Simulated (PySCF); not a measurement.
## Computed spin Hamiltonian

C5H4O2 (charge +1 and doublet state).
Cartesian coordinates in Å at the GFN2-xTB level; atoms count from 1:
```
atom  x, y, z in Å
O1    -2.8362   -0.7664    0.2241
C2    -2.0465    0.0534   -0.1028
C3    -0.6017    0.0357   -0.0891
C4     0.2756   -0.7829    0.6310
C5     1.5501   -0.3501    0.2803
C6     1.3698    0.7564   -0.5609
O7     0.0960    0.9955   -0.7530
H8    -2.3795    1.0832   -0.4208
H9     0.0003   -1.6087    1.2593
H10    2.4846   -0.8016    0.5578
H11    2.0928    1.3881   -1.0519
```

The hyperfine couplings belong to this conformer and change with its torsions.

As a line formula: `O=C[C+]1[CH]C=CO1` [radical] (charge +1).

Theory: UKS B3LYP, pcH-1 on C H O, non-relativistic, mean-field spin-orbit, GIAO in PySCF. Geometry: GFN2-xTB, one conformer, isolated ion. The geometry wasn't refined by DFT: couplings that depend on bond lengths, twists or pyramidal angles can differ widely from those at the functional's own minimum, by a factor of two or more for some ions and for spin on atoms past the first row. The frame is twisted about the C2–C3 bond at this geometry (dihedral H8–C2–C3–O7 = -18°); couplings at other torsion angles weren't computed. The SCF solution wasn't tested for stability. ⟨S²⟩ is 0.774 where a pure state has 0.75.

```json
{
 "g1, g2, g3": "2.00186, 2.00427, 2.01432",
 "g_iso": "2.00682",
 "Form of g": "rhombic: the two nearest values differ by 19 % of g3 − g1",
 "⟨S²⟩": "0.7735 (exact 0.7500)",
 "HOMO–LUMO gap, α and β orbitals": "5.39, 1.67 eV"
}
```

Hyperfine couplings atom by atom, in mT; T1 to T3 are the principal values of the dipolar part (MHz turned into mT with g_iso):

| atom | isotope | a_iso | T1 | T2 | T3 | Mulliken spin population |
| --- | --- | --- | --- | --- | --- | --- |
| O1 | 17O | -0.60 | -3.54 | 1.51 | 2.03 | 0.27 |
| C2 | 13C | -1.41 | -0.59 | 0.25 | 0.34 | -0.11 |
| C3 | 13C | 1.72 | -1.38 | -1.33 | 2.71 | 0.41 |
| C4 | 13C | -0.39 | -0.16 | -0.03 | 0.19 | -0.02 |
| C5 | 13C | -0.02 | -0.35 | -0.29 | 0.64 | 0.09 |
| C6 | 13C | 1.16 | -1.19 | -1.13 | 2.32 | 0.37 |
| O7 | 17O | 0.18 | -0.14 | -0.09 | 0.23 | -0.05 |
| H8 | 1H | 4.56 | -0.21 | 0.02 | 0.19 | 0.05 |
| H9 | 1H | -0.09 | -0.13 | -0.07 | 0.20 | 0.00 |
| H10 | 1H | -0.26 | -0.22 | -0.10 | 0.32 | 0.00 |
| H11 | 1H | -1.06 | -0.54 | -0.10 | 0.64 | -0.02 |

Largest spin populations (Mulliken): C3 (+0.41), C6 (+0.37), O1 (+0.27) and C2 (-0.11). Three atoms exceed +0.15. The positive populations add up to 1.19 and the negative ones to -0.19, together 2S = 1.

C4, the radical centre as drawn in `O=C[C+]1[CH]C=CO1`, holds a spin population of -0.02 out of 1.

Axes: g3 points within 6° of the O1–C2 bond.

Under fast tumbling the dipolar parts average out, and these isotropic splittings remain: 1 × 1H (H8, I = 1/2, 2 lines) with 4.56 mT, 1 × 1H (H11, I = 1/2, 2 lines) with 1.06 mT, 1 × 1H (H10, I = 1/2, 2 lines) with 0.26 mT and 1 × 1H (H9, I = 1/2, 2 lines) with 0.09 mT.

The 17O coupling of O1 (-16.9 MHz) shows only in satellite lines or after enrichment, since that isotope makes up about 0.038 % of natural oxygen.

The 13C coupling of C3 (48.2 MHz) shows only in satellite lines or after enrichment, since that isotope makes up about 1.07 % of natural carbon.
